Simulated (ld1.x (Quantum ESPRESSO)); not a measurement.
**bismuth (Bi): TM semilocal pseudisation with PBE, scalar-relativistic reference atom.**

ld1.x (Quantum ESPRESSO) 7.5 was run on this input:

```
&input
   title='Bi', zed=83., rel=1, dft='PBE', iswitch=3,
   config='[Xe] 4f14 5d10 6s2 6p3 6d-2',
   nld=3, rlderiv=2.00, eminld=-3.0, emaxld=5.0, deld=0.02
 /
 &inputp
   pseudotype=1, tm=.true., lloc=0,
   nlcc=.true., rcore=1.05,
   file_pseudopw='Bi.pp', file_wfcaegen='ae.wfc', file_wfcncgen='nc.wfc'
 /
3
6P  2  1   3.00   0.00  1.85  1.85  0.0
6D  3  2  -2.00  -0.20  1.75  1.75  0.0
6S  1  0   2.00   0.00  1.55  1.55  0.0
 &test
   configts(1)='6s2 6p3'
 /
```

Command:

```bash
ld1.x < Bi.in > Bi.out
```

The program printed (shortened: banner, matrices, multipoles, cross overlaps and the repeated all-electron block are left out):

```
Program LD1 v.7.5
     --------------------------- All-electron run ----------------------------

     Bi
     scalar relativistic calculation

     atomic number is 83.00
     dft =PBE   lsd =0 sic =0 latt =0  beta=0.20 tr2=1.0E-14
     Exchange-correlation= PBE
                           (   1   4   3   4   0   0   0)
     mesh =1283 r(mesh) = 100.09897 a.u. xmin = -7.00 dx = 0.01250
     1 Ry =  13.60569312 eV, c = 137.03599908

     n l     nl                  e(Ry)          e(Ha)          e(eV)
     1 0     1S 1( 2.00)     -6665.5073     -3332.7537    -90688.8472
     2 0     2S 1( 2.00)     -1197.5885      -598.7943    -16294.0217
     2 1     2P 1( 6.00)     -1024.1629      -512.0815    -13934.4465
     3 0     3S 1( 2.00)      -289.0843      -144.5421     -3933.1922
     3 1     3P 1( 6.00)      -239.5522      -119.7761     -3259.2741
     4 0     4S 1( 2.00)       -66.3549       -33.1775      -902.8047
     4 1     4P 1( 6.00)       -50.1307       -25.0653      -682.0624
     3 2     3D 1(10.00)      -189.8837       -94.9419     -2583.5000
     5 0     5S 1( 2.00)       -11.5973        -5.7987      -157.7897
     5 1     5P 1( 6.00)        -7.0454        -3.5227       -95.8579
     4 2     4D 1(10.00)       -31.6089       -15.8044      -430.0605
     4 3     4F 1(14.00)       -11.2154        -5.6077      -152.5933
     5 2     5D 1(10.00)        -1.9905        -0.9953       -27.0822
     6 0     6S 1( 2.00)        -1.0640        -0.5320       -14.4766
     6 1     6P 1( 3.00)        -0.3359        -0.1680        -4.5707

     final scf error:  3.7E-15 reached in  29 iterations

     Etot =  -43061.551493 Ry,  -21530.775746 Ha, -585882.255012 eV

     Ekin =   48864.622193 Ry,   24432.311096 Ha,  664837.054127 eV
     Encl = -107661.855134 Ry,  -53830.927567 Ha,-1464814.162009 eV
     Eh   =   16524.784288 Ry,    8262.392144 Ha,  224831.143949 eV
     Exc  =    -789.102840 Ry,    -394.551420 Ha,  -10736.291080 eV

     normalization and overlap integrals

     s(1S/1S) =  1.000000  <r> =   0.0158  <r2> =    0.0003  r(max) =   0.0096
     s(2S/2S) =  1.000000  <r> =   0.0665  <r2> =    0.0052  r(max) =   0.0561
     s(2P/2P) =  1.000000  <r> =   0.0605  <r2> =    0.0045  r(max) =   0.0471
     s(3S/3S) =  1.000000  <r> =   0.1716  <r2> =    0.0337  r(max) =   0.1582
     s(3P/3P) =  1.000000  <r> =   0.1737  <r2> =    0.0350  r(max) =   0.1582
     s(4S/4S) =  1.000000  <r> =   0.3770  <r2> =    0.1603  r(max) =   0.3565
     s(4P/4P) =  1.000000  <r> =   0.4026  <r2> =    0.1841  r(max) =   0.3748
     s(3D/3D) =  1.000000  <r> =   0.1575  <r2> =    0.0290  r(max) =   0.1295
     s(5S/5S) =  1.000000  <r> =   0.8309  <r2> =    0.7730  r(max) =   0.7739
     s(5P/5P) =  1.000000  <r> =   0.9481  <r2> =    1.0130  r(max) =   0.8553
     s(4D/4D) =  1.000000  <r> =   0.4225  <r2> =    0.2059  r(max) =   0.3795
     s(4F/4F) =  1.000000  <r> =   0.4410  <r2> =    0.2322  r(max) =   0.3434
     s(5D/5D) =  1.000000  <r> =   1.2346  <r2> =    1.7660  r(max) =   1.0316
     s(6S/6S) =  1.000000  <r> =   2.1725  <r2> =    5.3476  r(max) =   1.8798
     s(6P/6P) =  1.000000  <r> =   3.0603  <r2> =   10.8777  r(max) =   2.4441

     ------------------------ End of All-electron run ------------------------

     --------------------- Generating NC pseudopotential ---------------------

      Generating local pot.: lloc=0, matching radius rcloc =   1.5500

      Computing core charge for nlcc:

       r > 1.06 : true rho core
       r < 1.06 : rho core = a sin(br)/r    a=  28.50  b=   2.28

      Integrated core pseudo-charge :  22.16

      Wfc   6P  rcut= 1.833  Using Troullier-Martins method

      Wfc   6D  rcut= 1.744  Using Troullier-Martins method

     ------------------- End of pseudopotential generation -------------------

     Computing logarithmic derivative in   1.98860
     Computing logarithmic derivative in   1.98860
     Computing the partial wave expansion
       no projector for channel:   0
     R is outside the sphere for l=    1 j= 0.00
     R is outside the sphere for l=    2 j= 0.00

     ---------------------- Testing the pseudopotential ----------------------

     Bi
     scalar relativistic calculation

     atomic number is 83.00   valence charge is  5.00
     dft =PBE   lsd =0 sic =0 latt =0  beta=0.20 tr2=1.0E-14
     mesh =1283 r(mesh) = 100.09897 xmin = -7.00 dx = 0.01250

     n l     nl             e AE (Ry)        e PS (Ry)    De AE-PS (Ry)
     1 0     6S   1( 2.00)       -1.06401       -1.06401       -0.00001
     2 1     6P   1( 3.00)       -0.33594       -0.33593       -0.00001

     eps = 7.0E-15  iter = 14

     Etot =  -43061.551493 Ry,  -21530.775746 Ha, -585882.255012 eV
     Etotps =   -53.154279 Ry,     -26.577140 Ha,    -723.200811 eV

     Ekin =       3.327879 Ry,       1.663940 Ha,      45.278102 eV
     Encl =     -19.288048 Ry,      -9.644024 Ha,    -262.427261 eV
     Ehrt =       8.379517 Ry,       4.189758 Ha,     114.009135 eV
     Ecxc =     -45.751638 Ry,     -22.875819 Ha,    -622.482749 eV
     (Ecc =     -42.086698 Ry,     -21.043349 Ha,    -572.618702 eV)
     Epseu=       0.178011 Ry,       0.089005 Ha,       2.421962 eV

     ---------------------- End of pseudopotential test ----------------------
```

Generation and configuration tests took about 1.6 s on one core of a shared server CPU.

Transferability test of the new file with ld1.x, input:

```
&input
   title='Bi', zed=83., rel=1, dft='PBE', iswitch=2,
   config='[Xe] 4f14 5d10 6s2 6p3 6d-2'
 /
 &test
   file_pseudo='Bi.pp', nconf=8,
   configts(1)='6s2 6p3',
   configts(2)='6s2 6p2',
   configts(3)='6s2 6p1',
   configts(4)='6s2 6p0',
   configts(5)='6s2 6p2.5',
   configts(6)='6s1 6p3',
   configts(7)='6s1 6p4',
   configts(8)='6s2 6p3.3'
 /
```

```bash
ld1.x < Bi.test.in > Bi.test.out
```

Pseudopotential blocks of its output, shortened (energy terms left out):

```
     ---------------------- Testing the pseudopotential ----------------------

     n l     nl             e AE (Ry)        e PS (Ry)    De AE-PS (Ry)
     1 0     6S   1( 2.00)       -1.06401       -1.06401       -0.00001
     2 1     6P   1( 3.00)       -0.33594       -0.33593       -0.00001

     eps = 1.2E-15  iter = 14

     Etot =  -43061.551493 Ry,  -21530.775746 Ha, -585882.255012 eV
     Etotps =   -53.154280 Ry,     -26.577140 Ha,    -723.200817 eV

     ---------------------- End of pseudopotential test ----------------------

          ---------------------- Testing the pseudopotential ----------------------

     n l     nl             e AE (Ry)        e PS (Ry)    De AE-PS (Ry)
     1 0     6S   1( 2.00)       -1.62502       -1.62754        0.00252
     2 1     6P   1( 2.00)       -0.84073       -0.84213        0.00139

     eps = 5.8E-15  iter =  9

     Etot =  -43060.969920 Ry,  -21530.484960 Ha, -585874.342310 eV
     Etotps =   -52.571966 Ry,     -26.285983 Ha,    -715.278033 eV
     dEtot_ae =       0.581573 Ry
     dEtot_ps =       0.582314 Ry,   Delta E=      -0.000741 Ry

     ---------------------- End of pseudopotential test ----------------------

          ---------------------- Testing the pseudopotential ----------------------

     n l     nl             e AE (Ry)        e PS (Ry)    De AE-PS (Ry)
     1 0     6S   1( 2.00)       -2.25679       -2.26721        0.01042  !
     2 1     6P   1( 1.00)       -1.41074       -1.41779        0.00705  !

     eps = 3.4E-17  iter =  9

     Etot =  -43059.849300 Ry,  -21529.924650 Ha, -585859.095501 eV
     Etotps =   -51.447080 Ry,     -25.723540 Ha,    -699.973187 eV
     dEtot_ae =       1.702193 Ry
     dEtot_ps =       1.707199 Ry,   Delta E=      -0.005007 Ry

     ---------------------- End of pseudopotential test ----------------------

          ---------------------- Testing the pseudopotential ----------------------

     n l     nl             e AE (Ry)        e PS (Ry)    De AE-PS (Ry)
     1 0     6S   1( 2.00)       -2.93979       -2.96730        0.02751  !
     2 1     6P   1( 0.00)       -2.02934       -2.05023        0.02088  !

     eps = 3.0E-15  iter =  7

     Etot =  -43058.133641 Ry,  -21529.066820 Ha, -585835.752762 eV
     Etotps =   -49.717516 Ry,     -24.858758 Ha,    -676.441268 eV
     dEtot_ae =       3.417852 Ry
     dEtot_ps =       3.436764 Ry,   Delta E=      -0.018911 Ry

     ---------------------- End of pseudopotential test ----------------------

          ---------------------- Testing the pseudopotential ----------------------

     n l     nl             e AE (Ry)        e PS (Ry)    De AE-PS (Ry)
     1 0     6S   1( 2.00)       -1.33379       -1.33457        0.00078
     2 1     6P   1( 2.50)       -0.57861       -0.57897        0.00036

     eps = 1.4E-15  iter = 12

     Etot =  -43061.323869 Ry,  -21530.661935 Ha, -585879.158034 eV
     Etotps =   -52.926478 Ry,     -26.463239 Ha,    -720.101413 eV
     dEtot_ae =       0.227624 Ry
     dEtot_ps =       0.227802 Ry,   Delta E=      -0.000178 Ry

     ---------------------- End of pseudopotential test ----------------------

          ---------------------- Testing the pseudopotential ----------------------

     n l     nl             e AE (Ry)        e PS (Ry)    De AE-PS (Ry)
     1 0     6S   1( 1.00)       -1.70451       -1.71173        0.00722  !
     2 1     6P   1( 3.00)       -0.89849       -0.90141        0.00292

     eps = 1.7E-15  iter =  9

     Etot =  -43060.174780 Ry,  -21530.087390 Ha, -585863.523874 eV
     Etotps =   -51.773929 Ry,     -25.886965 Ha,    -704.420196 eV
     dEtot_ae =       1.376713 Ry
     dEtot_ps =       1.380350 Ry,   Delta E=      -0.003637 Ry

     ---------------------- End of pseudopotential test ----------------------

          ---------------------- Testing the pseudopotential ----------------------

     n l     nl             e AE (Ry)        e PS (Ry)    De AE-PS (Ry)
     1 0     6S   1( 1.00)       -1.13925       -1.14314        0.00389
     2 1     6P   1( 4.00)       -0.38533       -0.38584        0.00051

     eps = 6.4E-15  iter = 12

     Etot =  -43060.810449 Ry,  -21530.405225 Ha, -585872.172598 eV
     Etotps =   -52.411358 Ry,     -26.205679 Ha,    -713.092850 eV
     dEtot_ae =       0.741044 Ry
     dEtot_ps =       0.742922 Ry,   Delta E=      -0.001878 Ry

     ---------------------- End of pseudopotential test ----------------------

          ---------------------- Testing the pseudopotential ----------------------

     n l     nl             e AE (Ry)        e PS (Ry)    De AE-PS (Ry)
     1 0     6S   1( 2.00)       -0.91510       -0.91494       -0.00016
     2 1     6P   1( 3.30)       -0.20185       -0.20181       -0.00004

     eps = 6.6E-15  iter = 18

     Etot =  -43061.631878 Ry,  -21530.815939 Ha, -585883.348712 eV
     Etotps =   -53.234696 Ry,     -26.617348 Ha,    -724.294936 eV
     dEtot_ae =      -0.080385 Ry
     dEtot_ps =      -0.080416 Ry,   Delta E=       0.000031 Ry

     ---------------------- End of pseudopotential test ----------------------
```
